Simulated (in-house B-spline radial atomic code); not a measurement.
The numbers below are computed, except where a source is named.
Cl in an electron gas of r_s = 1.8: phase shifts, screening and friction

A nucleus sits in a uniform electron gas with a rigid positive background. The Kohn-Sham equations are solved self-consistently in the spin-unpolarised LDA (PW92), non-relativistic, on B-splines with outgoing waves at the boundary and partial waves to l = 8. The model has no lattice, no bands and no magnetic solution. Atomic units; δ_l are the phase shifts at the Fermi level, counted so that each bound state adds π, and good to about 0.0005.

The density parameter is r_s = 1.8 bohr.

```tsv
l	δ_l (rad)
0	7.5121
1	5.0393
2	0.6917
3	0.0648
4	0.0132
5	0.0032
6	0.0008
7	0.0003
8	0.0001
```

Bound levels below the band bottom (hartree): s -99.78, s -8.643, p -6.491, s -0.3522.

(1) Check the Friedel sum rule, and say where the screening charge sits.

(2) Find the transport cross section and the electronic stopping of a 10 keV Cl ion (mass 35.45 u).

Results:

(1) k_F = (9π/4)^(1/3)/r_s = 1.06620. The rule is Z = (2/π) Σ (2l + 1) δ_l. The terms are s 4.782, p 9.624, d 2.202, f 0.289 and 0.109 beyond, in all 17.006 against Z = 17. Bound states hold 6 s, 6 p, 0 d electrons, so the scattering states carry 5.01 in all; where a term is smaller than its bound count, the bound level has drawn weight out of the band.

(2) σ_tr = (4π/k_F²) Σ (l + 1) sin²(δ_l − δ_(l+1)). The terms for l = 0 to 3 are 0.3844, 1.7455, 1.0324, 0.0106, all together 3.1735, so σ_tr = 11.054 × 3.1735 = 35.081 bohr². With n = 3/(4π r_s³) = 0.04093, the friction coefficient is Q = n k_F σ_tr = 1.5311. For v well below v_F = 1.066, dE/dx = Q v; with 24801 eV per u at v = 1, v = √(10000/(24801 × 35.45)) = 0.1066, so dE/dx = 0.16329 hartree/bohr = 84 eV/nm. The largest term couples the p and d waves.
